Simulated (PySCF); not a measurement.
An unknown is described by computed data only.

Formula: C5H3ClOS.

| Item | Value |
| --- | --- |
| NMR, other nuclei | isotropic shieldings of nuclei other than C and H, by class: -203 (1 O), 251 (1 S), 528 (1 Cl) ppm [GIAO B97-2/pcSseg-2] |
| Rotational structure | rotational constants A, B, C: 3.342, 0.924, 0.724 GHz [PBE0-D3(BJ)/def2-TZVP] |
| Dipole | 3.64 D [B97-2/pcSseg-2] |
| 13C NMR | chemical shifts (computed TMS as zero) by class: 171.8 (1 C), 148.1 (1 C), 144.8 (1 C), 135.7 (1 C), 134.1 (1 C) ppm [GIAO B97-2/pcSseg-2] |
| 1H NMR | chemical shifts (computed TMS as zero) by class: 8.52 (1 H), 7.93 (1 H), 7.35 (1 H) ppm [GIAO B97-2/pcSseg-2] |

The electronic properties come from PySCF, for the isolated species, density fitting. Levels stand in brackets. Isolated species at its PBE0-D3(BJ)/def2-TZVP geometry (one conformer only). Each NMR value is the plain mean over a class of atoms that symmetry, rotation or inversion makes alike.

Question: Propose a structure and show how it fits.

Answer: Numbering: `[O:1]=[C:2]([Cl:3])[c:4]1[cH:5][cH:6][s:7][cH:8]1`. Its formula, C5H3ClOS, gives 4 degrees of unsaturation: 1 ring and 3 π bonds in the structure found (Kekulé form). 5 carbons fall into 5 classes; from least to most shielded: acyl halide carbon [C2] (171.8 ppm), aromatic CH next to a ring sulfur [C8] (148.1 ppm), substituted aromatic carbon [C4] (144.8 ppm), aromatic CH carbon [C5] (135.7 ppm), aromatic CH next to a ring sulfur [C6] (134.1 ppm). Hydrogen classes from least to most shielded: 1 H on an aromatic CH next to a ring sulfur, C8 (8.52 ppm), 1 H on an aromatic CH carbon, C5 (7.93 ppm), 1 H on an aromatic CH next to a ring sulfur, C6 (7.35 ppm). The other shieldings belong to: -203 ppm, carbonyl oxygen [O1]; 251 ppm, thiophene-type sulfur [S7]; 528 ppm, chlorine bonded to C [Cl3]. The optimised geometry has point group Cs and is an asymmetric top. Structure: `O=C(Cl)c1ccsc1`. Computed isomers that give other values at the same levels: `O=C(Cl)c1cccs1` (13C chemical shifts (computed TMS as zero) by class: 170.5 (1 C), 146.9 (1 C), 146.4 (1 C), 146.2 (1 C), 133.5 (1 C) ppm). The assignments are read from this structure; whether some other isomer fits the data as well wasn't checked.

The values belong to the conformer `[O:1]=[C:2]([Cl:3])[c:4]1[cH:5][cH:6][s:7][cH:8]1`: O1–C2–C4–C5 0°.
